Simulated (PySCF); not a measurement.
[Ni(H2O)6]2+ holds Ni(II), d8, at total charge +2. The structure is a PBE0-D3(BJ)/def2-SVP, IEF-PCM water geometry optimised for multiplicity 3; coordination octahedral, point group C1, metal–donor distances 2.05 Å.

```
19

Ni    0.0000    0.0000    0.0000
O     2.0504    0.0467   -0.0418
H     2.4386    0.8404    0.3548
H     2.5281   -0.6987    0.3499
O    -2.0516   -0.0386    0.0361
H    -2.5232    0.7414   -0.2903
H    -2.4588   -0.7958   -0.4093
O     0.0425    2.0515    0.0560
H    -0.3452    2.4313    0.8581
H    -0.3567    2.5345   -0.6820
O    -0.0429   -2.0511   -0.0531
H     0.3665   -2.5300    0.6820
H     0.3458   -2.4274   -0.8565
O    -0.0440    0.0568    2.0530
H     0.7186   -0.3042    2.5280
H    -0.8193   -0.3704    2.4460
O     0.0341   -0.0524   -2.0536
H     0.7816    0.4094   -2.4606
H    -0.7532    0.2717   -2.5143
```

Method (PySCF 2.14, density fitting): CASSCF(8,5) with orbitals averaged over all microstates of the shell, strongly contracted NEVPT2 on the averaged canonical orbitals; basis x2c-TZVPall on the metal, x2c-SVPall elsewhere; spin-free X2C; IEF-PCM water; spin-orbit coupling by state interaction with the mean-field operator over all roots.

(1) Which term lies lowest, and with what spin?

(2) List the excited states of the same spin.

(3) Which is the lowest state of another spin?

(4) What ligand-field parameters describe the result?

(5) What magnetic behaviour follows?

NEVPT2 lifts 3T2g-like from 7358 to 9514 cm⁻¹; on the d shell alone it tends to overshoot states that fill the eg-type orbitals.

The job took 21 s on one thread of Arm Neoverse V2 (shared host), with 192 basis functions and a peak of 0.96 GiB, launched as `OMP_NUM_THREADS=1 python lf_run.py task.json out`.

Results:

(1) 3A2g-like (S = 1, orbital degeneracy 1), with 6.0 electrons in the lower (t2g-type) set and 2.0 in the upper (eg-type) set, by NEVPT2.

(2) By NEVPT2, the lowest six: 3T2g-like at 9514 cm⁻¹ (1051 nm); 3T2g-like at 9520 cm⁻¹ (1050 nm); 3T2g-like at 9580 cm⁻¹ (1044 nm); 3T1g-like at 15962 cm⁻¹ (626 nm); 3T1g-like at 16088 cm⁻¹ (622 nm); 3T1g-like at 16284 cm⁻¹ (614 nm). The strongest, at 16284 cm⁻¹, has f = 3.4e-09.

(3) 1Eg-like at 16768 cm⁻¹ by NEVPT2; CASSCF alone puts it at 18727 cm⁻¹ above the same ground state.

(4) At CASSCF level (the NEVPT2 levels don't fit a ligand-field model well): orbital energies 0, 61, 107, 7295, 7342 cm⁻¹; 10Dq = 7262 cm⁻¹ (difference of the means of the two sets); B = 1279 cm⁻¹; C = 4730 cm⁻¹; B over its free-ion value at the same level 0.970; rms of the fit 58 cm⁻¹; ζ = 651 cm⁻¹ (free ion 660).

(5) The ground multiplet follows a spin Hamiltonian with S = 1, g = 2.240, 2.242, 2.249, D = -1.28 cm⁻¹, E/|D| = 0.12 (spin-orbit part alone); the lowest levels hold 99 % of the spin-free ground state. μeff is 3.25 μB at 300 K and 3.17 μB at 10 K; the spin-only value is 2.83 μB.
